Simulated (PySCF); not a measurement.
Work out the structure from these simulated measurements.

Formula: C8H18BN.

* NMR, other nuclei: isotropic shieldings of nuclei other than C and H, by class: 118 (1 B), 220 (1 N) ppm [GIAO HF/pcSseg-1]
* 1H NMR: chemical shifts (computed TMS as zero) by class: 5.74 (1 H), 5.37 (1 H), 5.18 (1 H), 2.32 (3 H), 2.23 (1 H), 2.14 (3 H), 2.09 (1 H), 2.02 (1 H), 1.98 (1 H), 1.94 (1 H), 1.64 (1 H), 1.27 (1 H), 0.86 (1 H), 0.34 (1 H) ppm [GIAO HF/pcSseg-1]
* Rotational structure: rotational constants A, B, C: 2.461, 0.724, 0.657 GHz [PBE0-D3(BJ)/def2-SVP]
* 13C NMR: chemical shifts (computed TMS as zero) by class: 147.3 (1 C), 122.9 (1 C), 62.5 (1 C), 47.4 (1 C), 44.2 (1 C), 39.7 (1 C), 35.7 (1 C), 16.1 (1 C) ppm [GIAO HF/pcSseg-1]
* Dipole: 4.37 D [HF/pcSseg-1]

The electronic properties come from PySCF, for the isolated species, density fitting. Levels stand in brackets. The structure is a single PBE0-D3(BJ)/def2-SVP conformer in the gas phase; no vibrational or solvent corrections. Each NMR value is the plain mean over a class of atoms that symmetry, rotation or inversion makes alike.

**Question.** Give a SMILES that accounts for the data.

**Answer.** Numbering: `[CH2:1]=[CH:2][CH2:3][C@@H:4]1[CH2:5][BH2-:6][N+:7]([CH3:8])([CH3:9])[CH2:10]1`. 8 carbons fall into 8 classes; from least to most shielded: alkene CH carbon [C2] (147.3 ppm), terminal =CH2 carbon [C1] (122.9 ppm), ring sp3 carbon bound to nitrogen [C10] (62.5 ppm), N-methyl carbon [C9] (47.4 ppm), N-methyl carbon [C8] (44.2 ppm), allylic carbon [C3] (39.7 ppm), sp3 CH carbon [C4] (35.7 ppm), ring sp3 carbon bound to boron [C5] (16.1 ppm). Hydrogen classes from least to most shielded: 1 H on an alkene CH carbon, C2 (5.74 ppm), 1 H on a terminal =CH2 carbon, C1 (5.37 ppm), 1 H on a terminal =CH2 carbon, C1 (5.18 ppm), 3 H on an N-methyl carbon, C9 (2.32 ppm, a mean of values up to 0.6 ppm apart in this geometry), 1 H on an allylic carbon, C3 (2.23 ppm), 3 H on an N-methyl carbon, C8 (2.14 ppm, a mean of values up to 1.2 ppm apart in this geometry), 1 H on a four-coordinate boron, B6 (2.09 ppm), 1 H on an sp3 carbon bound to nitrogen, C10 (2.02 ppm), 1 H on an sp3 carbon bound to nitrogen, C10 (1.98 ppm), 1 H on a four-coordinate boron, B6 (1.94 ppm), 1 H on an allylic carbon, C3 (1.64 ppm), 1 H on an sp3 CH carbon, C4 (1.27 ppm); 2 more classes are left out. The other shieldings belong to: 118 ppm, four-coordinate boron [B6]; 220 ppm, nitrogen bonded to B and 3 C [N7]. The optimised geometry has point group C1 and is an asymmetric top. Structure: `C1[C@@H](CC=C)C[N+](C)(C)[BH2-]1`. Computed isomers that give other values at the same levels: `C=CCC[N@+]1(C)[BH2-]CCC1` (rotational constant A: 3.030 GHz; this holds for the one conformer computed); `C[N+]1(C)[BH2-][C@@H](C2CC2)CC1` (rotational constant A: 2.872 GHz; this holds for the one conformer computed); `CC#[N+][BH2-]C(C)(C)CCC` (rotational constant A: 1.331 GHz; this holds for the one conformer computed). The assignments are read from this structure; whether some other isomer fits the data as well wasn't checked. The mirror image fits equally.
